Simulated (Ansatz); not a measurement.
Ansatz (a quantum-chemistry and plane-wave program) input (B3LYP/STO-3G):

Ansatz 0.2 input:
```yaml
crystal:
  periodic: [false, false, false]
  atoms:
    - {symbol: Se, position_ang: [0.02554200, -0.01119200, 0.97920600]}
    - {symbol: Br, position_ang: [0.80545400, -1.62795800, -0.51561600]}
    - {symbol: Br, position_ang: [-0.83026600, 1.63883000, -0.43561300]}
basis:
  gaussian:
    orbitals: STO-3G
hamiltonian:
  xc: {name: B3LYP}
output: {forces: true}
```

Output:

```
Functional definition: B3LYP
integrals: 0.01 GiB planned
535 factors; integrals over basis functions are off by at most 8.6e-6 eV
mean field: 0.24 GiB planned
mean field evaluation 1: about -203183.2243 eV, gradient 8.8e0 eV
mean field evaluation 2: about -203183.1769 eV, gradient 9.5e0 eV
mean field evaluation 4: about -203183.7051 eV, gradient 1.2e-2 eV
mean field evaluation 8: about -203183.7164 eV, gradient 1.3e-4 eV
mean field -203183.71635268 eV, -7466.8638530916 hartree, gradient 4.2e-6 eV, S^2 0.000000; 0 other end points of the search recorded, 0 dependent functions left out
the calculation of the forces begins
reference -203183.71649250 eV, -7466.8638582299 hartree; 52, 52 occupied and 2, 2 virtual orbitals, 535 factors
Total energy: -203183.71649250 eV, -7466.8638582299 hartree
Atom 0 at     0.025542    -0.011192     0.979206 Å, force     0.016896    -0.007403     0.647746 eV/Å
Atom 1 at     0.805454    -1.627958    -0.515616 Å, force     0.125769    -0.264351    -0.330438 eV/Å
Atom 2 at    -0.830266     1.638830    -0.435613 Å, force    -0.142665     0.271755    -0.317309 eV/Å
Dipole moment:     0.001273    -0.000558     0.048795 e Å
```

The geometry given is a B3LYP-D3(BJ)/def2-TZVP minimum.
